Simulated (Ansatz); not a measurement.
Several settings on one geometry of N-butyl-N-methylpyrrolidinium bromide (C9H20BrN) (that of the charge 0 singlet, PBE-D4/def2-SVP). Ansatz on 4 threads of Arm Neoverse V1 on a shared host; times are rough.

```csv
atom,x (Å),y (Å),z (Å)
C1,4.226,0.492,0.037
C2,3.011,-0.432,0.104
C3,1.677,0.326,0.031
C4,0.515,-0.645,0.162
N5,-0.868,-0.036,0.030
C6,-1.064,1.050,1.055
C7,-1.916,-1.123,0.242
C8,-3.197,-0.547,-0.360
C9,-2.726,0.473,-1.439
C10,-1.191,0.464,-1.358
H11,4.240,1.080,-0.906
H12,5.173,-0.082,0.087
H13,4.229,1.215,0.880
H14,3.057,-1.178,-0.723
H15,3.031,-1.021,1.047
H16,1.631,0.904,-0.921
H17,1.650,1.062,0.862
H18,0.501,-1.123,1.179
H19,0.565,-1.436,-0.616
H20,-0.865,0.579,2.055
H21,-2.103,1.415,0.996
H22,-0.367,1.877,0.834
H23,-1.553,-2.000,-0.329
H24,-1.898,-1.381,1.333
H25,-3.815,-0.051,0.414
H26,-3.818,-1.357,-0.788
H27,-3.054,0.195,-2.459
H28,-3.130,1.484,-1.239
H29,-0.711,1.446,-1.521
H30,-0.747,-0.267,-2.063
Br31,-0.484,-1.384,3.373
```

Totals from different functionals, basis sets or treatments of relativity can't be compared as stabilities.

The 6-31G sets use Cartesian d functions.

Scalar relativity in a set contracted without it gives distorted totals.

The spins typed aren't always the lowest for that charge.

Q: Give the basis size and estimate the energy, ⟨S²⟩, dipole and time of these runs.

```json
{"run": "1", "method": "RKS B3LYP5/def2-SVPD", "charge": "0", "state": "singlet", "further keys": "fitting: {mean_field: def2-universal-jkfit}"}
{"run": "2", "method": "RKS r2SCAN50/6-31G*", "charge": "0", "state": "singlet", "further keys": "scf: {omitted_lower_state_checks: [starts]}; forces asked"}
{"run": "3", "method": "ROKS B97M-V/def2-mTZVPP", "charge": "1", "state": "doublet", "further keys": "–"}
{"run": "4", "method": "RKS r2SCAN-D4/def2-TZVP", "charge": "0", "state": "singlet", "further keys": "pseudopotentials: {relativity: scalar}; scf: {omitted_lower_state_checks: [starts]}; forces asked"}
```

A: 
```json
{"run": "1", "functions": "401", "energy (Eh)": "-2982.9212", "⟨S²⟩": "–", "dipole (D)": "–", "wall time": "19 s"}
{"run": "2", "functions": "225", "energy (Eh)": "-2983.2640", "⟨S²⟩": "–", "dipole (D)": "12.82", "wall time": "19 s"}
{"run": "3", "functions": "331", "energy (Eh)": "-2983.2874", "⟨S²⟩": "–", "dipole (D)": "–", "wall time": "5 min"}
{"run": "4", "functions": "478", "energy (Eh)": "-3008.6728", "⟨S²⟩": "–", "dipole (D)": "12.00", "wall time": "32 s"}
```
